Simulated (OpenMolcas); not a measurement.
Lines of Cu3+: computed and rescaled rates

| Quantity | Value |
| --- | --- |
| Program | OpenMolcas 26.06 |
| Method | CASSCF |
| Basis | ANO-RCC-VQZP [7s6p4d3f2g1h] |
| Scalar Hamiltonian | DKH2, point nucleus |
| Active space | 8 electrons in 5 orbitals (3d) |
| State averaging | 2S+1 = 3 even, 10 roots; 2S+1 = 1 even, 15 roots |
| Spin-orbit coupling | RASSI with atomic mean-field integrals over the reference wave functions, term energies averaged over their components |

Rates come from the transition moments of the reference wave functions (E1 and E2 in the length form). At fixed line strength A goes as λ^-3 for E1 and M1 and as λ^-5 for E2, so a rate at the computed wavelength can be rescaled to the measured one. Measured vacuum wavelengths follow from level energies in Sugar and Musgrove, J. Phys. Chem. Ref. Data 19, 527 (1990). Branching counts decays inside the model space alone, at computed energies, and the table is only a selection of the E2 and M1 lines, drawn from those between levels with measured partners whose computed energy lies within a factor of 1.5 of the measured one.

```json
{"Upper": "3d8 3P0", "Lower": "3d8 3P1", "Type": "M1", "λ computed (nm)": "28480", "λ measured (nm)": "30670", "A computed (s-1)": "2.34e-03", "A rescaled (s-1)": "1.87e-03", "Branching %": "1.2"}
{"Upper": "3d8 3F2", "Lower": "3d8 3F3", "Type": "M1", "λ computed (nm)": "8059", "λ measured (nm)": "8222", "A computed (s-1)": "6.85e-02", "A rescaled (s-1)": "6.45e-02", "Branching %": "100.0"}
{"Upper": "3d8 3F3", "Lower": "3d8 3F4", "Type": "M1", "λ computed (nm)": "5443", "λ measured (nm)": "5372", "A computed (s-1)": "1.62e-01", "A rescaled (s-1)": "1.69e-01", "Branching %": "100.0"}
{"Upper": "3d8 3P2", "Lower": "3d8 1D2", "Type": "M1", "λ computed (nm)": "2393", "λ measured (nm)": "2900", "A computed (s-1)": "2.92e-01", "A rescaled (s-1)": "", "Branching %": "37.5"}
{"Upper": "3d8 3P1", "Lower": "3d8 1D2", "Type": "M1", "λ computed (nm)": "2162", "λ measured (nm)": "2598", "A computed (s-1)": "2.45e-01", "A rescaled (s-1)": "", "Branching %": "52.3"}
{"Upper": "3d8 1D2", "Lower": "3d8 3F2", "Type": "M1", "λ computed (nm)": "605.4", "λ measured (nm)": "759.3", "A computed (s-1)": "5.57e-01", "A rescaled (s-1)": "", "Branching %": "29.7"}
{"Upper": "3d8 1D2", "Lower": "3d8 3F3", "Type": "M1", "λ computed (nm)": "563.1", "λ measured (nm)": "695.1", "A computed (s-1)": "1.30e+00", "A rescaled (s-1)": "", "Branching %": "69.6"}
{"Upper": "3d8 1D2", "Lower": "3d8 3F4", "Type": "E2", "λ computed (nm)": "510.3", "λ measured (nm)": "615.5", "A computed (s-1)": "1.18e-02", "A rescaled (s-1)": "", "Branching %": "0.6"}
{"Upper": "3d8 3P2", "Lower": "3d8 3F2", "Type": "M1", "λ computed (nm)": "483.2", "λ measured (nm)": "601.7", "A computed (s-1)": "3.50e-02", "A rescaled (s-1)": "", "Branching %": "4.5"}
{"Upper": "3d8 3P1", "Lower": "3d8 3F2", "Type": "E2", "λ computed (nm)": "473", "λ measured (nm)": "587.6", "A computed (s-1)": "5.80e-02", "A rescaled (s-1)": "1.96e-02", "Branching %": "12.4"}
{"Upper": "3d8 3P1", "Lower": "3d8 3F2", "Type": "M1", "λ computed (nm)": "473", "λ measured (nm)": "587.6", "A computed (s-1)": "6.20e-03", "A rescaled (s-1)": "", "Branching %": "1.3"}
{"Upper": "3d8 3P0", "Lower": "3d8 3F2", "Type": "E2", "λ computed (nm)": "465.3", "λ measured (nm)": "576.5", "A computed (s-1)": "1.96e-01", "A rescaled (s-1)": "6.71e-02", "Branching %": "98.8"}
{"Upper": "3d8 3P2", "Lower": "3d8 3F3", "Type": "M1", "λ computed (nm)": "455.9", "λ measured (nm)": "560.7", "A computed (s-1)": "1.93e-01", "A rescaled (s-1)": "", "Branching %": "24.8"}
{"Upper": "3d8 3P2", "Lower": "3d8 3F3", "Type": "E2", "λ computed (nm)": "455.9", "λ measured (nm)": "560.7", "A computed (s-1)": "3.88e-02", "A rescaled (s-1)": "1.38e-02", "Branching %": "5.0"}
{"Upper": "3d8 3P1", "Lower": "3d8 3F3", "Type": "E2", "λ computed (nm)": "446.8", "λ measured (nm)": "548.4", "A computed (s-1)": "1.58e-01", "A rescaled (s-1)": "5.67e-02", "Branching %": "33.7"}
{"Upper": "3d8 3P2", "Lower": "3d8 3F4", "Type": "E2", "λ computed (nm)": "420.6", "λ measured (nm)": "507.7", "A computed (s-1)": "2.16e-01", "A rescaled (s-1)": "8.43e-02", "Branching %": "27.7"}
{"Upper": "3d8 1G4", "Lower": "3d8 3F3", "Type": "M1", "λ computed (nm)": "350.4", "λ measured (nm)": "399.2", "A computed (s-1)": "4.19e-01", "A rescaled (s-1)": "", "Branching %": "33.2"}
{"Upper": "3d8 1G4", "Lower": "3d8 3F4", "Type": "M1", "λ computed (nm)": "329.2", "λ measured (nm)": "371.6", "A computed (s-1)": "8.41e-01", "A rescaled (s-1)": "", "Branching %": "66.6"}
{"Upper": "3d8 1S0", "Lower": "3d8 3P1", "Type": "M1", "λ computed (nm)": "205.1", "λ measured (nm)": "241.8", "A computed (s-1)": "1.32e+01", "A rescaled (s-1)": "", "Branching %": "22.8"}
{"Upper": "3d8 1S0", "Lower": "3d8 3P2", "Type": "E2", "λ computed (nm)": "203.2", "λ measured (nm)": "239.5", "A computed (s-1)": "3.90e+00", "A rescaled (s-1)": "", "Branching %": "6.7"}
{"Upper": "3d8 1S0", "Lower": "3d8 1D2", "Type": "E2", "λ computed (nm)": "187.3", "λ measured (nm)": "221.2", "A computed (s-1)": "4.02e+01", "A rescaled (s-1)": "1.75e+01", "Branching %": "69.5"}
{"Upper": "3d8 1S0", "Lower": "3d8 3F2", "Type": "E2", "λ computed (nm)": "143", "λ measured (nm)": "171.3", "A computed (s-1)": "5.24e-01", "A rescaled (s-1)": "", "Branching %": "0.9"}
```

Spin-changing lines and M1 lines between different terms are not rescaled, since their strength hangs on the term gaps too.

The largest correction is for 3d8 3P1 → 3d8 3F2 (E2): 5.80e-02 × (473 / 587.6)^5 = 1.96e-02 s-1, a factor of 0.34.

The computed rate and branching of 3d8 3F3 → 3d8 3F4 give the upper level a radiative lifetime of 1.000 / 1.62e-01 s-1 = 6.17e+00 s, counting decays inside the model space alone. The rescaled rate gives about 5.9e+00 s.

These are rates of the free ion; in crystals, glasses and complexes forced electric-dipole and non-radiative decay shorten such lifetimes by orders of magnitude. No measured rate stands beside these. Rescaling mends the energy factor alone: line strengths can still be far off where a level mixes with configurations outside the active space, and weak or spin-changing lines hang on small mixing coefficients that depend on the term gaps too, so rescaling need not improve them.

Without dynamic correlation excited terms often stand tens of per cent too high (terms of higher spin than the ground term too low), and those without a measured partner can miss by more than the paired ones. Measured partners are found by configuration, term and J. A level has none where our copy of the source lacks it or the pairing is in doubt (some pairs that miss far off the trend of their configuration count as doubtful). Levels of configurations outside the active space are missing.
